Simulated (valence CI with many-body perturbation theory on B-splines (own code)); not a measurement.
Sn⁴⁴⁺: fill in the table

Calculated by relativistic CI+MBPT: four valence electrons over a frozen Dirac-Fock core [He], a basis of 11 s, 11 p, 9 d, 7 f, 5 g, 2 h, 1 i functions for each j, with the one-electron correlation potential Σ1 (screened to all orders), the two-electron term Σ2, the three-electron term Σ3, Breit, model QED; selected single and double excitations, second order for the rest (own B-spline code, finite nucleus).

The last digits are not significant, and no measured levels were compared; by estimate large intervals hold to a few tenths of a per cent, small ones and those within an open d or f shell to about a per cent. Among the levels kept, up to 270 cm⁻¹ of a level comes from second order outside the variational space, and about a tenth of that is noise between levels of different J, which matters for small intervals.

| Level | E (× 10³ cm⁻¹) |
| --- | --- |
| (2s^2 2p1/2^2) J=0 | 0.00 |
| (2s^2 2p1/2 2p3/2) J=1 | 1883.5 |
| (2s^2 2p1/2 2p3/2) J=2 | 2002.0 |
| (2s 2p1/2^2 2p3/2) J=2 | 3219.4 |
| (2s 2p1/2^2 2p3/2) J=1 | 3673.4 |
| (2s^2 2p3/2^2) J=2 | 3974.8 |
| (2s^2 2p3/2^2) J=0 | ? |
| (2s 2p1/2 2p3/2^2) J=2 [a] | 5004.5 |
| (2s 2p1/2 2p3/2^2) J=3 | 5262.1 |
| (2s 2p1/2 2p3/2^2) J=0 | ? |
| (2s 2p1/2 2p3/2^2) J=1 [a] | 5634.7 |
| (2s 2p1/2 2p3/2^2) J=2 [b] | 5716.4 |
| (2s 2p1/2 2p3/2^2) J=1 [b] | 5748.5 |
| (2p1/2^2 2p3/2^2) J=2 | ? |
| (2s 2p3/2^3) J=2 | 7428.8 |
| (2p1/2^2 2p3/2^2) J=0 | 7493.8 |
| (2s 2p3/2^3) J=1 | 7846.4 |
| (2p1/2 2p3/2^3) J=1 | ? |
| (2p1/2 2p3/2^3) J=2 | ? |
| (2p3/2^4) J=0 | ? |

Levels are named by their leading jj configuration (3d3/2^4 stands for four electrons in 3d with j = 3/2), which in mixed levels can hold well under half, so a name can repeat and another be missing. Letters in brackets count levels of one name in rising energy.

(1) The levels stand in rising order. What does the calculation give for the missing energies?

## Answers

(1) (2s^2 2p3/2^2) J=0 4269.4; (2s 2p1/2 2p3/2^2) J=0 5529.4; (2p1/2^2 2p3/2^2) J=2 7171.1; (2p1/2 2p3/2^3) J=1 9122.8; (2p1/2 2p3/2^3) J=2 9248.4; (2p3/2^4) J=0 11365.
